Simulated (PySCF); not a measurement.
# Partial charges of SeOF2

SeOF2.
Geometry (PBE0-D3(BJ)/def2-SVP, Å), atoms numbered from 1 in this order:
```
atom  x, y, z in Å
Se1    0.0745    0.0043    0.5816
O2     1.5212   -0.0270   -0.0491
F3    -0.7756    1.2678   -0.2786
F4    -0.8201   -1.2451   -0.2539
```

Density: PBE0/pcSseg-1 (PySCF); schemes: Mulliken, IAO, Hirshfeld and ESP-fitted. Geometry: PBE0-D3(BJ)/def2-SVP; no solvent, vibrations or thermal averaging. The calculation is non-relativistic, for selenium too.

Q: Atoms with like bonding are taken together and averaged. For which atoms does the sign change between the 4 schemes (beyond +0.03 e in one, beyond −0.03 e in another)?

A: For none.

Q: Do the Mulliken, IAO, Hirshfeld and ESP-fitted schemes agree on where the charge is lowest?

A: All schemes agree: Mulliken O2 (-0.567); IAO O2 (-0.750); Hirshfeld O2 (-0.298); ESP-fitted O2 (-0.355).

Q: At which atom do the 4 schemes differ most?

A: At Se1: from +0.663 (Hirshfeld) to +1.722 e (IAO), 1.059 e apart.

Q: Give the atomic charges in each scheme.

A: In e; atoms taken as equivalent share a row and are averaged (×n: the atom named and its like, n in all):

```csv
atom,environment,Mulliken,IAO,Hirshfeld,ESP-fitted
Se1,selenium bonded to 2 F and O,+1.403,+1.722,+0.663,+0.770
O2,oxygen bonded to Se,-0.567,-0.750,-0.298,-0.355
F3/F4,fluorine bonded to Se,-0.418,-0.486,-0.182,-0.207
```

Mean size of the charges over all atoms: IAO 0.861 e, Mulliken 0.702 e, ESP-fitted 0.385 e, Hirshfeld 0.331 e. Each set sums to the total charge, 0, to within 0.001 e. The Hirshfeld scheme weights the molecular density at each point by an atom's share of the summed free-atom densities. The Mulliken scheme counts on each atom the diagonal of the density matrix times the overlap matrix over that atom's basis functions.

Q: How many electrons does the Mulliken scheme count on F4?

A: Its own charge is -0.418 e, so Z − q = 9.418.

Q: Sum the charges by element, for elements with more than one atom.

A: 
```tsv
element	atoms	Mulliken	IAO	Hirshfeld	ESP-fitted
F	2	-0.836	-0.972	-0.364	-0.415
```
